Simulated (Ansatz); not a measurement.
`CCO[SiH2]C`, 15 atoms. The species carries charge 0 and has multiplicity 1. All runs use 4 threads of an AMD EPYC 7B13 on a shared host. Correlated methods freeze the cores.

How many basis functions does each run have, and how long does it take in Ansatz? RKS PBE0-D4/def2-SVP energy; RHF-CCSD(T)/def2-TZVPP energy; RKS ωB97M-V/def2-QZVPP energy; RKS LC-ωPBE/def2-TZVPP energy; RKS PBE0-D4/def2-TZVP relaxation (6 steps); RKS PBE0-D4/def2-TZVP frequencies; RHF-CCSD(T)/def2-SVP energy; RKS PBE0-D4/def2-QZVPP energy; RHF-MP2/def2-QZVPP energy; RKS ωB97M-V/def2-TZVPP energy and forces; RKS revPBE-D4/def2-TZVPP energy; direct RPA on PBE orbitals/def2-TZVPP energy. (An estimate is asked.)

Computed: Other jobs shared the machine, so times are rough.

```
                                level                   job  functions  wall time  peak host memory (GiB)
                 RKS PBE0-D4/def2-SVP                energy        124      1.1 s                     0.3
             RKS revPBE-D4/def2-TZVPP                energy        306      2.2 s                    0.44
               RKS LC-ωPBE/def2-TZVPP                energy        306      2.8 s                    0.64
direct RPA on PBE orbitals/def2-TZVPP                energy        306        6 s                    0.86
                 RHF-CCSD(T)/def2-SVP                energy        124      7.5 s                    0.77
               RKS PBE0-D4/def2-QZVPP                energy        598      9.5 s                     2.4
               RKS ωB97M-V/def2-TZVPP     energy and forces        306       11 s                     1.2
               RKS ωB97M-V/def2-QZVPP                energy        598       20 s                     2.7
                RKS PBE0-D4/def2-TZVP  relaxation (6 steps)        221       21 s                    0.62
                   RHF-MP2/def2-QZVPP                energy        598       27 s                     4.8
                RKS PBE0-D4/def2-TZVP           frequencies        221    3.4 min                    0.64
               RHF-CCSD(T)/def2-TZVPP                energy        306    9.2 min                     4.1
```

LC-ωPBE has ω = 0.4 bohr⁻¹.
